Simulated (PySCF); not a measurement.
Species: CH₂B₃F₃O₄.
Geometry (PBE0-D3(BJ)/def2-SVP, Å), atoms numbered from 1 in this order:
```xyz
13
CH2B3F3O4 angstrom
F      2.1757    1.0519    1.2353
C      2.3883    0.1346    0.2977
F      2.5633    0.7600   -0.8610
F      3.4991   -0.5153    0.5917
O      1.3755   -0.7542    0.2378
B      0.0889   -0.4256   -0.1065
O     -0.8251   -1.4377   -0.1380
B     -2.1230   -1.1666   -0.4882
O     -2.4791    0.1224   -0.7926
B     -1.5661    1.1418   -0.7453
O     -0.2665    0.8580   -0.4043
H     -2.9347   -2.0499   -0.5264
H     -1.8909    2.2697   -0.9949
```

The closed-shell ground state was solved at several levels (PySCF, density fitting, gas phase, non-relativistic).

| level | basis functions | HOMO (eV) | LUMO (eV) | gap (eV) | dipole (D) |
| --- | --- | --- | --- | --- | --- |
| PBE0/pcSseg-1 | 197 | -10.11 | -0.94 | 9.17 | 1.46 |
| wB97X-D/pcSseg-2 | 424 | -11.97 | 1.01 | 12.98 | 1.46 |
| B3LYP/pcJ-1 | 317 | -9.86 | -1.17 | 8.69 | 1.44 |

Problem. What might B3LYP/def2-SVPD (257 basis functions) give for the same quantities?

Solution. HOMO -9.86 eV, LUMO -1.22 eV, gap 8.64 eV, dipole 1.49 D.

Problem. Over all these levels, which gives the widest orbital gap and which the narrowest?

Solution. wB97X-D/pcSseg-2 (range-separated hybrid) has the widest, 12.98 eV, and B3LYP/def2-SVPD (global hybrid, 20 % exact exchange) the narrowest, 8.64 eV. Functional and basis both differ between the two, so the spread mixes both effects.

Problem. How far do the dipole and the HOMO energy spread over the levels?

Solution. The dipole runs from 1.44 to 1.49 D (mean 1.46 D) and the HOMO from -11.97 to -9.86 eV.

One conformer stands for the species.
